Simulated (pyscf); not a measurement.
Single points on ωB97X-D3(BJ)/def2-SVP structures (PySCF, gas phase). Correlated levels are frozen-core, on RHF or UHF. ΔMP2 is the change of the MP2 total energy from the triple- to the quadruple-zeta basis. Singlets are restricted, triplets unrestricted.

Singlet (Å):
```xyz
4

O     -0.2530     0.7875    -1.0091
Si     1.2946     0.7378    -0.4177
F      1.0266    -0.0043     1.0277
H     -0.9676     0.4168    -0.4723
```

Triplet (Å):
```xyz
4

O     -1.1318     0.5484    -0.2427
Si    -1.0019    -0.7669     0.7846
F     -0.6038    -2.2093     0.1131
H     -2.0244     0.6868    -0.5851
```

Question: For these two minima of HO–Si:–F (SMILES O[Si]F), which spin state lies lower at CCSD(T)/def2-TZVPP + ΔMP2(QZVPP), and by how much (electronic energies)?

Answer: The singlet, by 70.4 kcal/mol. Zero-point energy shifts E(triplet) − E(singlet) by -0.1 kcal/mol. Other isomers of HO–Si:–F [singlet] were not searched in full and may lie lower. 

E(triplet) − E(singlet) by level (kcal/mol):

```
level                               gap
--------------------------------  -----
ωB97X-D3(BJ)/def2-TZVP            +71.3
PBE/def2-TZVP                     +65.4
r²SCAN/def2-TZVP                  +60.2
B3LYP-D3(BJ)/def2-TZVP            +69.7
PBE0-D3(BJ)/def2-TZVP             +64.5
M06-2X/def2-TZVP                  +67.9
ωB97M-D3(BJ)/def2-TZVP            +77.1
HF/def2-TZVP                      +49.8
MP2/def2-QZVPP                    +67.3
CCSD/def2-TZVPP                   +68.9
CCSD(T)/def2-TZVPP                +69.6
CCSD(T)/def2-TZVPP + ΔMP2(QZVPP)  +70.4
```

The triplet is the lowest one reached from the SCF start used. The CCSD(T) − MP2 part came from Ansatz, without density fitting, on the same reference.
